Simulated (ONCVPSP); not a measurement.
# An all-electron radial function and its pseudo partner (Ti)

Columns: radius, all-electron u(r) and pseudo u(r) of the 3s shell (level -69.63 eV) of titanium in the configuration [Ne] 3s2 3p6 3d2 4s1; LDA (Perdew-Wang 92), scalar-relativistic, ONCV scheme, ONCVPSP 4.0.1.

| r (bohr) | all-electron | pseudo |
| --- | --- | --- |
| 0.113 | -0.1696 | 0.0771 |
| 0.225 | -0.5831 | 0.1910 |
| 0.338 | -0.2853 | 0.3603 |
| 0.450 | 0.2252 | 0.5688 |
| 0.563 | 0.6678 | 0.7831 |
| 0.675 | 0.9501 | 0.9565 |
| 0.788 | 1.0845 | 1.0617 |
| 0.900 | 1.1059 | 1.0877 |
| 1.013 | 1.0544 | 1.0466 |
| 1.125 | 0.9629 | 0.9609 |
| 1.238 | 0.8521 | 0.8519 |
| 1.350 | 0.7386 | 0.7385 |
| 1.463 | 0.6288 | 0.6287 |
| 1.575 | 0.5294 | 0.5294 |
| 1.688 | 0.4406 | 0.4406 |
| 1.800 | 0.3645 | 0.3644 |
| 1.913 | 0.2990 | 0.2989 |
| 2.025 | 0.2444 | 0.2443 |
| 2.138 | 0.1985 | 0.1985 |
| 2.250 | 0.1609 | 0.1609 |
| 2.363 | 0.1298 | 0.1298 |
| 2.475 | 0.1046 | 0.1046 |
| 2.588 | 0.0840 | 0.0840 |
| 2.700 | 0.0674 | 0.0674 |
| 2.813 | 0.0539 | 0.0539 |
| 2.925 | 0.0431 | 0.0431 |

Q: How many radial nodes do the two functions have?

A: The all-electron 3s function has n − l − 1 = 2 (the table is too coarse to show those close to the nucleus); the pseudo-wave has 0, since the states of the same l below it are removed with the core.

Q: At about which radius was the pseudo-wave matched?

A: 1.35 bohr, where the columns begin to agree (steps of 0.11 bohr).

Q: Where does each function peak?

A: Outermost all-electron maximum near 0.90 bohr, pseudo maximum near 0.90 bohr (to the table’s step).

Q: Is the pseudo-wave norm-conserving?

A: Yes: the ONCV scheme keeps the norm inside the radius equal to the all-electron one, which fixes the energy derivative of the logarithmic derivative at the level.
